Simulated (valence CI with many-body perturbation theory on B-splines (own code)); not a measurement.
**Energy levels of Tb15+**

Computed by valence CI with perturbative core correlation (CI+MBPT): four valence electrons over a frozen Dirac-Fock core [Kr] 4d10, radial functions for each j: 7 s, 7 p, 7 d, 7 f, 4 g, 2 h, with the one-electron correlation potential Σ1, the two-electron term Σ2, the three-electron term Σ3, Breit, model QED; selected CI, second order for the rest, scaled by the run's own slope (own B-spline code, finite nucleus).

No measured spectrum was set against this ion. As an estimate, terms of the open shell hold to a few per cent of their energy, and close levels can change places; configurations with another count of f electrons can be misplaced by thousands of cm⁻¹.

Levels 46 to 90 of 194, with energies above the lowest level, 4f4 5I_4. "Leading %" is the weight of the configuration and term that name the level; weights of strongly mixed levels are sums over their largest components and can fall short. In the jj column 3d3/2^4 stands for four electrons in 3d with j = 3/2.

| No. | Configuration | Term | J | E (cm⁻¹) | Leading % | Leading jj | Second component | g |
| --- | --- | --- | --- | --- | --- | --- | --- | --- |
| 46 | 4f4 | 3M | 10 | 54346 | 97 | 4f5/2 4f7/2^3 (55 %) |  | 1.096 |
| 47 | 4f4 | 3F | 3 | 54701 | 76 | 4f5/2 4f7/2^3 (71 %) | 15 % 4f4 3D | 1.131 |
| 48 | 4f3.5s | 5I° | 8 | 54908 | 97 | 4f7/2^3 5s (46 %) |  | 1.245 |
| 49 | 4f4 | 5D | 0 | 55100 | 93 | 4f5/2^2 4f7/2^2 (57 %) | 6 % 4f4 3P |  |
| 50 | 4f4 | 3I | 7 | 55154 | 89 | 4f5/2^2 4f7/2^2 (55 %) | 8 % 4f4 1K | 1.126 |
| 51 | 4f3.5s | 3I° | 5 | 55488 | 86 | 4f5/2^2 4f7/2 5s (50 %) | 6 % 4f3.5s 1H° | 0.853 |
| 52 | 4f4 | 5D | 1 | 56570 | 94 | 4f5/2^3 4f7/2 (62 %) |  | 1.473 |
| 53 | 4f4 | 1L | 8 | 57328 | 52 | 4f5/2 4f7/2^3 (47 %) | 26 % 4f4 3M | 0.985 |
| 54 | 4f4 | 5D | 2 | 58624 | 92 | 4f5/2^2 4f7/2^2 (66 %) | 4 % 4f4 3F | 1.456 |
| 55 | 4f4 | 3F | 3 | 59799 | 63 | 4f5/2 4f7/2^3 (52 %) | 26 % 4f4 5D | 1.199 |
| 56 | 4f3.5s | 5F° | 1 | 60758 | 91 | 4f5/2^3 5s (46 %) | 8 % 4f3.5s 3D° | 0.043 |
| 57 | 4f4 | 5D | 4 | 60894 | 63 | 4f5/2 4f7/2^3 (43 %) | 24 % 4f4 1G | 1.337 |
| 58 | 4f4 | 5D | 3 | 61171 | 62 | 4f5/2 4f7/2^3 (46 %) | 35 % 4f4 3F | 1.338 |
| 59 | 4f4 | 1G | 4 | 62221 | 49 | 4f5/2 4f7/2^3 (50 %) | 32 % 4f4 3F | 1.090 |
| 60 | 4f3.5s | 5F° | 2 | 62433 | 91 | 4f5/2^2 4f7/2 5s (52 %) | 6 % 4f3.5s 3D° | 1.015 |
| 61 | 4f3.5s | 3I° | 6 | 62833 | 92 | 4f5/2 4f7/2^2 5s (53 %) |  | 1.024 |
| 62 | 4f4 | 1D | 2 | 64484 | 52 | 4f7/2^4 (71 %) | 24 % 4f4 3D | 1.025 |
| 63 | 4f4 | 1I | 6 | 64490 | 56 | 4f5/2^2 4f7/2^2 (57 %) | 35 % 4f4 3H | 1.057 |
| 64 | 4f3.5s | 5F° | 3 | 64878 | 94 | 4f5/2^2 4f7/2 5s (68 %) |  | 1.240 |
| 65 | 4f4 | 3H | 4 | 65942 | 60 | 4f5/2^2 4f7/2^2 (55 %) | 14 % 4f4 1G | 0.934 |
| 66 | 4f3.5s | 5F° | 4 | 66047 | 42 | 4f5/2^2 4f7/2 5s (61 %) | 34 % 4f3.5s 3H° | 1.082 |
| 67 | 4f3.5s | 5F° | 5 | 66510 | 37 | 4f5/2^2 4f7/2 5s (72 %) | 26 % 4f3.5s 3G° | 1.207 |
| 68 | 4f3.5s | 5S° | 2 | 66526 | 90 | 4f5/2^2 4f7/2 5s (57 %) | 8 % 4f3.5s 3P° | 1.941 |
| 69 | 4f4 | 3H | 5 | 67344 | 48 | 4f5/2^2 4f7/2^2 (69 %) | 46 % 4f4 1H | 1.015 |
| 70 | 4f4 | 3F | 4 | 67938 | 84 | 4f5/2 4f7/2^3 (39 %) | 5 % 4f4 5D | 1.240 |
| 71 | 4f4 | 3H | 5 | 68267 | 41 | 4f5/2^2 4f7/2^2 (38 %) | 30 % 4f4 3G | 1.059 |
| 72 | 4f3.5s | 5F° | 4 | 68334 | 50 | 4f5/2 4f7/2^2 5s (50 %) | 40 % 4f3.5s 3H° | 1.090 |
| 73 | 4f4 | 1K | 7 | 69443 | 87 | 4f5/2 4f7/2^3 (66 %) | 10 % 4f4 3I | 1.011 |
| 74 | 4f3.5s | 3I° | 7 | 69645 | 93 | 4f5/2 4f7/2^2 5s (52 %) |  | 1.134 |
| 75 | 4f4 | 1D | 2 | 71837 | 80 | 4f5/2 4f7/2^3 (56 %) | 14 % 4f4 3F | 0.977 |
| 76 | 4f3.5s | 5F° | 5 | 71902 | 50 | 4f5/2 4f7/2^2 5s (82 %) | 40 % 4f3.5s 3H° | 1.218 |
| 77 | 4f3.5s | 5G° | 2 | 72049 | 97 | 4f5/2^3 5s (43 %) |  | 0.342 |
| 78 | 4f4 | 3H | 6 | 72300 | 61 | 4f5/2 4f7/2^3 (69 %) | 35 % 4f4 1I | 1.100 |
| 79 | 4f3.5s | 5G° | 3 | 73165 | 75 | 4f5/2^2 4f7/2 5s (75 %) | 21 % 4f3.5s 3G° | 0.886 |
| 80 | 4f4 | 3G | 3 | 74094 | 76 | 4f5/2^2 4f7/2^2 (68 %) | 22 % 4f4 3F | 0.835 |
| 81 | 4f4 | 3G | 4 | 74388 | 41 | 4f5/2 4f7/2^3 (47 %) | 24 % 4f4 3H | 1.065 |
| 82 | 4f3.5s | 3H° | 6 | 75366 | 79 | 4f5/2 4f7/2^2 5s (76 %) | 16 % 4f3.5s 5G° | 1.186 |
| 83 | 4f3.5s | 5G° | 4 | 76181 | 74 | 4f5/2^2 4f7/2 5s (70 %) | 11 % 4f3.5s 3G° | 1.111 |
| 84 | 4f3.5s | 3F° | 2 | 76883 | 78 | 4f5/2^2 4f7/2 5s (52 %) | 10 % 4f3.5s 1D° | 0.770 |
| 85 | 4f3.5s | 3G° | 3 | 77078 | 58 | 4f5/2^2 4f7/2 5s (73 %) | 21 % 4f3.5s 5G° | 0.855 |
| 86 | 4f4 | 3G | 5 | 77994 | 70 | 4f5/2 4f7/2^3 (50 %) | 14 % 4f4 3H | 1.142 |
| 87 | 4f4 | 3G | 4 | 78203 | 28 | 4f5/2^2 4f7/2^2 (70 %) | 26 % 4f4 3H | 1.021 |
| 88 | 4f4 | 1N | 10 | 78479 | 97 | 4f5/2^2 4f7/2^2 (55 %) |  | 1.001 |
| 89 | 4f4 | 3K | 6 | 78556 | 76 | 4f5/2^3 4f7/2 (55 %) | 8 % 4f4 3I | 0.903 |
| 90 | 4f4 | 3F | 2 | 79339 | 95 | 4f5/2^2 4f7/2^2 (47 %) |  | 0.684 |

Names give the largest LS component (configuration and term), which can be under half, so a name can repeat, a term be missing and a line seem to break the LS rules; names also repeat where a configuration has a term twice.

Where two levels of one J and parity lie close, their mixing, g and order are uncertain.
